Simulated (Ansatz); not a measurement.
Diatomic HCl-, multiplicity 2 (lowest of 2S+1 = 2, 4 at CCSD(T)/def2-TZVPP on PBE0 minima; our sources give no spin for the ground state, which may be another).

Seven points along R, fitted to fifth degree in 1/R; most abundant isotopes. Runs in def2 and cc sets follow the lowest solution found near the PBE0 minimum.

Codes used: Ansatz (a program for electronic structure). 

```tsv
level	r_e (Å)	ω_e (cm⁻¹)	B_e (cm⁻¹)	ω_e x_e (cm⁻¹)
SVWN5/def2-TZVPP	2.028	696	4.19	27
PBE/def2-TZVPP	2.120	599	3.83	30
r2SCAN/def2-TZVPP	2.151	599	3.72	31
B97M-V/def2-TZVPP	2.184	577	3.61	30
B3LYP/def2-TZVPP	2.170	589	3.65	28
PBE0/def2-TZVPP	2.113	608	3.85	33
BHLYP/def2-TZVPP	2.180	582	3.62	32
CAM-B3LYP/def2-TZVPP	2.142	623	3.75	30
wB97X-V/def2-TZVPP	2.154	593	3.71	36
wB97M-V/def2-TZVPP	2.158	584	3.69	30
B2PLYP/def2-TZVPP	2.162	585	3.68	32
CCSD/aug-cc-pV(T+d)Z	2.086	442	3.96	53
CCSD/def2-TZVPP	2.172	528	3.65	50
CCSD/aug-cc-pV(Q+d)Z	2.097	437	3.91	50
CCSD/def2-QZVPP	2.157	480	3.70	50
CCSD/aug-cc-pV(5+d)Z	2.093	439	3.93	51
CCSD(T)/aug-cc-pV(T+d)Z	2.052	455	4.09	60
CCSD(T)/def2-TZVPP	2.150	560	3.72	47
CCSD(T)/aug-cc-pV(Q+d)Z	2.061	453	4.05	56
CCSD(T)/def2-QZVPP	2.131	515	3.79	46
CCSD(T)/aug-cc-pV(5+d)Z	2.057	455	4.07	58
CCSD(T)/CBS(def2-TZVPP, def2-QZVPP)	2.129	508	3.80	45
CCSD(T)/CBS(aug-cc-pV(Q+d)Z, aug-cc-pV(5+d)Z)	2.058	460	4.06	57
```

Frozen-core correlation. CBS(a, b) extrapolates the correlation energy as X⁻³ and adds the Hartree–Fock energy of set b.
